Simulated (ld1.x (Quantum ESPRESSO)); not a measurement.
**Li, PAW: configuration errors across variants**

| Item | Value |
| --- | --- |
| Element | Li |
| Generator | ld1.x (Quantum ESPRESSO) 7.5 |
| Type | PAW |
| Functional | PBEsol |
| Relativity | scalar-relativistic |
| Frozen core | none |
| Valence charge | 3 |
| Reference configuration | 1s2 2s0 2p0 (charge +1) |
| Partial waves | 1s (bound): rcut 0.95, rcutus 1.15 bohr; 2s (bound, empty): rcut 0.95, rcutus 1.15 bohr; 2p (bound, empty): rcut 3.40, rcutus 4.45 bohr; 2p channel at 0.45 Ry: rcut 3.40, rcutus 4.45 bohr; 3d channel at 0.25 Ry: rcut 3.65, rcutus 4.60 bohr; 3d channel at 1.05 Ry: rcut 3.65, rcutus 4.60 bohr |
| Local potential | all-electron potential smoothed inside 1.75 bohr (lloc = -2) |
| Core correction | none |
| Augmentation charge | PSQ, inside the norm-conserving radii |

All-electron excitation energies from the reference (eV): (1) 1s2 2s1 2p0 -5.187; (2) 1s2 2s0.5 2p0 -3.174; (3) 1s2 2s0 2p1 -3.426.

The overlap operator is not positive definite (basis up to 400 Ry) in “base”, “waves 2p (bound): rcut 2.92, rcutus 3.10 bohr; 2p channel at 0.45 Ry: rcut 2.92, rcutus 3.10 bohr”, “all radii scaled by about 0.83 (s 0.96, p 3.70, d 3.82 bohr, rcut 0.78/2.82/3.02); local potential all-electron potential smoothed inside 1.46 bohr (lloc = -2)”, “waves 1s (bound): rcut 0.90, rcutus 0.96 bohr; 2s (bound): rcut 0.90, rcutus 0.96 bohr”, “waves 3d channel at 0.25 Ry: rcut 3.65, rcutus 5.04 bohr; 3d channel at 1.05 Ry: rcut 3.65, rcutus 5.04 bohr”, “local potential all-electron potential smoothed inside 1.45 bohr (lloc = -1)”, “local potential all-electron potential smoothed inside 1.96 bohr (lloc = -2)”, “augmentation BESSEL, radius 1.05 bohr”. Such files are unfit for use, however small their errors in these radial tests.

Tests that are not counted but printed errors over 1 eV. “base”: 1s1 2s1 2p0 (pseudo-atom not self-consistent, printed error -32.2 eV). “waves 2p (bound): rcut 2.92, rcutus 3.10 bohr; 2p channel at 0.45 Ry: rcut 2.92, rcutus 3.10 bohr”: 1s1 2s1 2p0 (pseudo-atom not self-consistent, printed error -32.2 eV). “waves 3d channel at 0.25 Ry: rcut 3.65, rcutus 5.04 bohr; 3d channel at 1.05 Ry: rcut 3.65, rcutus 5.04 bohr”: 1s1 2s1 2p0 (pseudo-atom not self-consistent, printed error -32.2 eV).

2 further variants failed, have other tests or too few solved ones, and are left out.

Errors AE − PS in meV (a dash: test not solved or not reliable):

| change | (1) | (2) | (3) | bound ghosts |
| --- | --- | --- | --- | --- |
| base | -0.1 | 0.0 | +2.3 | not determined (overlap not positive) |
| waves 2p (bound): rcut 2.92, rcutus 3.10 bohr; 2p channel at 0.45 Ry: rcut 2.92, rcutus 3.10 bohr | -0.1 | 0.0 | +0.1 | not determined (overlap not positive) |
| type TM; waves now 1s (bound): rc 1.15 bohr; 3d channel at 0.25 Ry: rc 4.60 bohr; 2p (bound): rc 4.45 bohr; local potential the p channel | +260 | +165 | +12 | none |
| all radii scaled by about 0.83 (s 0.96, p 3.70, d 3.82 bohr, rcut 0.78/2.82/3.02); local potential all-electron potential smoothed inside 1.46 bohr (lloc = -2) | 0.0 | 0.0 | +64 | not determined (overlap not positive) |
| waves 1s (bound): rcut 0.90, rcutus 0.96 bohr; 2s (bound): rcut 0.90, rcutus 0.96 bohr | -0.1 | 0.0 | +2.3 | not determined (overlap not positive) |
| waves 3d channel at 0.25 Ry: rcut 3.65, rcutus 5.04 bohr; 3d channel at 1.05 Ry: rcut 3.65, rcutus 5.04 bohr | -0.1 | 0.0 | +2.3 | not determined (overlap not positive) |
| local potential all-electron potential smoothed inside 1.45 bohr (lloc = -1) | 0.0 | 0.0 | +2.7 | not determined (overlap not positive) |
| local potential all-electron potential smoothed inside 1.96 bohr (lloc = -2) | -0.1 | 0.0 | +2.2 | not determined (overlap not positive) |
| augmentation BESSEL, radius 1.05 bohr | -0.1 | 0.0 | +4.5 | not determined (overlap not positive) |

Give the same row for: local potential all-electron potential smoothed inside 4.82 bohr (lloc = -2).

–, –, –; bound ghosts: none. Not counted: 1s2 2s0.5 2p0 (solver errors, printed error -86.0 eV); 1s2 2s1 2p0 (solver errors, printed error -70.2 eV); 2 more.
